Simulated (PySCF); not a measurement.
Structure with atom numbers: `[SiH3:1][C:2]#[C:3][SiH2:4][c:5]1[cH:6][cH:7][cH:8][cH:9][cH:10]1`. Each H is labelled by its parent atom.

In vacuum, one computed conformer, non-relativistic, equivalent nuclei averaged. PBE0/pcSseg-1 with gauge-including orbitals; coordinates at the PBE0-D3(BJ)/def2-SVP level; PySCF 2.14.0 with density-fitted response routines.

Referencing at the same level of theory: TMS for 13C (σref 184.41), 1H (σref 31.27), 29Si (σref 351.99).

```
       atoms  nucleus  count  Hirshfeld charge  δ (ppm)
      C6/C10      13C      2             -0.04    141.1
      H(Si4)       1H      2             -0.07     4.95
          C3      13C      1             -0.13    118.5
         Si4     29Si      1              0.35    -67.5
          C2      13C      1             -0.14        ?
      H(Si1)       1H      3             -0.07        ?
       C7/C9      13C      2             -0.05    133.7
 H(C7)/H(C9)       1H      2              0.05     7.52
          C8      13C      1             -0.04    135.9
H(C6)/H(C10)       1H      2              0.05     7.84
       H(C8)       1H      1              0.05        ?
         Si1     29Si      1              0.34    -96.5
          C5      13C      1             -0.10        ?
```

**Question.** Fill in the missing shifts.

**Answer.** 
- C5: 132.6 ppm, substituted aromatic carbon
- C2: 114.4 ppm, alkyne carbon
- H(C8): 7.52 ppm, hydrogen on an aromatic CH; the ring current deshields protons in the ring plane
- H(Si1): 4.27 ppm, hydrogen on a silicon bonded to C

Shifts are as computed. Against solution values, carbons near 30 ppm lie about +2 ppm off and those near 130 ppm about +5 ppm. Of 1211 compounds with measured shifts, 218 miss one by over three times the rms of a fit or turn the order of signals round; such compounds aren't used in these exercises.
